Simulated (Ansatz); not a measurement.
Ansatz (an electronic-structure program) input (B3LYP-D3(BJ)/def2-TZVP):

Ansatz 0.2 input:
```yaml
crystal:
  periodic: [false, false, false]
  atoms:
    - {symbol: Bi, position_ang: [0.00166892, 0.00094253, 0.19241609]}
    - {symbol: F, position_ang: [-1.45671306, -1.09899799, -0.57354187]}
    - {symbol: F, position_ang: [-0.22861908, 1.80233288, -0.59840566]}
    - {symbol: F, position_ang: [1.66994099, -0.71202713, -0.60255645]}
basis:
  gaussian:
    orbitals: def2-TZVP
hamiltonian:
  xc: b3lyp
  dispersion: d3bj
total_charge: 1
magnetization: {spin_polarized: true, initial_magnetization: 1}
phonons: {temperatures: {t_min: 298.15, t_max: 298.15, t_step: 100}}
```

Output:

```
Functional definition: B3LYP
integrals: 0.05 GiB planned
873 factors; their error is unknown
mean field: 0.67 GiB planned
mean field evaluation 1: about -13966.0103 eV, gradient 8.2e1 eV
mean field evaluation 2: about -13847.4243 eV, gradient 2.0e2 eV
mean field evaluation 4: about -13986.9162 eV, gradient 6.2e0 eV
mean field evaluation 8: about -13987.0493 eV, gradient 2.1e-1 eV
mean field evaluation 16: about -13987.1415 eV, gradient 4.0e-4 eV
mean field -13987.14145267 eV, -514.0179675608 hartree, gradient 2.3e-5 eV, S^2 0.761533; 2 other end points of the search recorded, 0 dependent functions left out
the calculation of the forces begins
reference -13987.14163043 eV, -514.0179740931 hartree; 25, 24 occupied and 118, 119 virtual orbitals, 873 factors
these checks for a lower state are left out or cut short: stability, starts, cluster_reference, orbital_swaps, neighbouring_geometries, increment
integrals: 0.05 GiB planned
873 factors; their error is unknown
mean field: 0.67 GiB planned
mean field evaluation 32: about -13987.1414 eV, gradient 1.9e-3 eV
mean field -13987.14137361 eV, -514.0179646553 hartree, gradient 3.7e-6 eV, S^2 0.761534; 0 other end points of the search recorded, 0 dependent functions left out
the calculation of the forces begins
reference -13987.14155137 eV, -514.0179711876 hartree; 25, 24 occupied and 118, 119 virtual orbitals, 873 factors
these checks for a lower state are left out or cut short: stability, starts, cluster_reference, orbital_swaps, neighbouring_geometries, increment
integrals: 0.05 GiB planned
873 factors; their error is unknown
mean field: 0.67 GiB planned
mean field -13987.14137450 eV, -514.0179646881 hartree, gradient 3.8e-6 eV, S^2 0.761533; 0 other end points of the search recorded, 0 dependent functions left out
the calculation of the forces begins
reference -13987.14155226 eV, -514.0179712203 hartree; 25, 24 occupied and 118, 119 virtual orbitals, 873 factors
these checks for a lower state are left out or cut short: stability, starts, cluster_reference, orbital_swaps, neighbouring_geometries, increment
integrals: 0.05 GiB planned
873 factors; their error is unknown
mean field: 0.67 GiB planned
mean field -13987.14139332 eV, -514.0179653797 hartree, gradient 4.2e-6 eV, S^2 0.761578; 0 other end points of the search recorded, 0 dependent functions left out
the calculation of the forces begins
reference -13987.14157109 eV, -514.0179719124 hartree; 25, 24 occupied and 118, 119 virtual orbitals, 873 factors
these checks for a lower state are left out or cut short: stability, starts, cluster_reference, orbital_swaps, neighbouring_geometries, increment
integrals: 0.05 GiB planned
873 factors; their error is unknown
mean field: 0.67 GiB planned
mean field -13987.14139316 eV, -514.0179653738 hartree, gradient 3.7e-6 eV, S^2 0.761489; 0 other end points of the search recorded, 0 dependent functions left out
the calculation of the forces begins
reference -13987.14157091 eV, -514.0179719057 hartree; 25, 24 occupied and 118, 119 virtual orbitals, 873 factors
these checks for a lower state are left out or cut short: stability, starts, cluster_reference, orbital_swaps, neighbouring_geometries, increment
integrals: 0.05 GiB planned
873 factors; their error is unknown
mean field: 0.67 GiB planned
mean field evaluation 64: about -13987.1414 eV, gradient 4.3e-6 eV
mean field -13987.14140074 eV, -514.0179656522 hartree, gradient 4.3e-6 eV, S^2 0.761499; 0 other end points of the search recorded, 0 dependent functions left out
the calculation of the forces begins
reference -13987.14157848 eV, -514.0179721839 hartree; 25, 24 occupied and 118, 119 virtual orbitals, 873 factors
these checks for a lower state are left out or cut short: stability, starts, cluster_reference, orbital_swaps, neighbouring_geometries, increment
integrals: 0.05 GiB planned
873 factors; their error is unknown
mean field: 0.67 GiB planned
mean field -13987.14144050 eV, -514.0179671136 hartree, gradient 4.4e-6 eV, S^2 0.761568; 0 other end points of the search recorded, 0 dependent functions left out
the calculation of the forces begins
reference -13987.14161827 eV, -514.0179736465 hartree; 25, 24 occupied and 118, 119 virtual orbitals, 873 factors
these checks for a lower state are left out or cut short: stability, starts, cluster_reference, orbital_swaps, neighbouring_geometries, increment
integrals: 0.05 GiB planned
873 factors; their error is unknown
mean field: 0.67 GiB planned
mean field -13987.14141888 eV, -514.0179663188 hartree, gradient 4.3e-6 eV, S^2 0.761507; 0 other end points of the search recorded, 0 dependent functions left out
the calculation of the forces begins
reference -13987.14159662 eV, -514.0179728506 hartree; 25, 24 occupied and 118, 119 virtual orbitals, 873 factors
these checks for a lower state are left out or cut short: stability, starts, cluster_reference, orbital_swaps, neighbouring_geometries, increment
integrals: 0.05 GiB planned
873 factors; their error is unknown
mean field: 0.67 GiB planned
mean field -13987.14144841 eV, -514.0179674041 hartree, gradient 4.3e-6 eV, S^2 0.761559; 0 other end points of the search recorded, 0 dependent functions left out
the calculation of the forces begins
reference -13987.14162618 eV, -514.0179739369 hartree; 25, 24 occupied and 118, 119 virtual orbitals, 873 factors
these checks for a lower state are left out or cut short: stability, starts, cluster_reference, orbital_swaps, neighbouring_geometries, increment
integrals: 0.05 GiB planned
873 factors; their error is unknown
mean field: 0.67 GiB planned
mean field -13987.14144248 eV, -514.0179671861 hartree, gradient 3.5e-6 eV, S^2 0.761512; 0 other end points of the search recorded, 0 dependent functions left out
the calculation of the forces begins
reference -13987.14162023 eV, -514.0179737182 hartree; 25, 24 occupied and 118, 119 virtual orbitals, 873 factors
these checks for a lower state are left out or cut short: stability, starts, cluster_reference, orbital_swaps, neighbouring_geometries, increment
integrals: 0.05 GiB planned
873 factors; their error is unknown
mean field: 0.67 GiB planned
mean field evaluation 96: about -13987.1414 eV, gradient 8.0e-5 eV
mean field -13987.14144181 eV, -514.0179671616 hartree, gradient 4.3e-6 eV, S^2 0.761554; 0 other end points of the search recorded, 0 dependent functions left out
the calculation of the forces begins
reference -13987.14161957 eV, -514.0179736941 hartree; 25, 24 occupied and 118, 119 virtual orbitals, 873 factors
these checks for a lower state are left out or cut short: stability, starts, cluster_reference, orbital_swaps, neighbouring_geometries, increment
integrals: 0.05 GiB planned
873 factors; their error is unknown
mean field: 0.67 GiB planned
mean field -13987.14142955 eV, -514.0179667110 hartree, gradient 4.3e-6 eV, S^2 0.761576; 0 other end points of the search recorded, 0 dependent functions left out
the calculation of the forces begins
reference -13987.14160732 eV, -514.0179732441 hartree; 25, 24 occupied and 118, 119 virtual orbitals, 873 factors
these checks for a lower state are left out or cut short: stability, starts, cluster_reference, orbital_swaps, neighbouring_geometries, increment
integrals: 0.05 GiB planned
873 factors; their error is unknown
mean field: 0.67 GiB planned
mean field -13987.14137871 eV, -514.0179648426 hartree, gradient 4.3e-6 eV, S^2 0.761491; 0 other end points of the search recorded, 0 dependent functions left out
the calculation of the forces begins
reference -13987.14155644 eV, -514.0179713742 hartree; 25, 24 occupied and 118, 119 virtual orbitals, 873 factors
these checks for a lower state are left out or cut short: stability, starts, cluster_reference, orbital_swaps, neighbouring_geometries, increment
integrals: 0.05 GiB planned
873 factors; their error is unknown
mean field: 0.67 GiB planned
mean field -13987.14144604 eV, -514.0179673169 hartree, gradient 4.3e-6 eV, S^2 0.761518; 0 other end points of the search recorded, 0 dependent functions left out
the calculation of the forces begins
reference -13987.14162379 eV, -514.0179738491 hartree; 25, 24 occupied and 118, 119 virtual orbitals, 873 factors
these checks for a lower state are left out or cut short: stability, starts, cluster_reference, orbital_swaps, neighbouring_geometries, increment
integrals: 0.05 GiB planned
873 factors; their error is unknown
mean field: 0.67 GiB planned
mean field evaluation 128: about -13987.1414 eV, gradient 2.9e-6 eV
mean field -13987.14144625 eV, -514.0179673248 hartree, gradient 4.3e-6 eV, S^2 0.761548; 0 other end points of the search recorded, 0 dependent functions left out
the calculation of the forces begins
reference -13987.14162401 eV, -514.0179738573 hartree; 25, 24 occupied and 118, 119 virtual orbitals, 873 factors
Total energy: -13987.24431852 eV, -514.0217478107 hartree
Atom 0 at     0.001669     0.000943     0.192416 Å, force    -0.000097     0.000030    -0.001230 eV/Å
Atom 1 at    -1.456713    -1.098998    -0.573542 Å, force    -0.001473    -0.001031     0.000441 eV/Å
Atom 2 at    -0.228619     1.802333    -0.598406 Å, force    -0.000283     0.001782     0.000417 eV/Å
Atom 3 at     1.669941    -0.712027    -0.602556 Å, force     0.001853    -0.000781     0.000372 eV/Å
Dipole moment:     0.005543     0.003131     0.639198 e Å
Vibrations: 122.55 123.17 130.18 533.91 533.91 558.27 cm⁻¹, zero-point energy 0.124107 eV
```
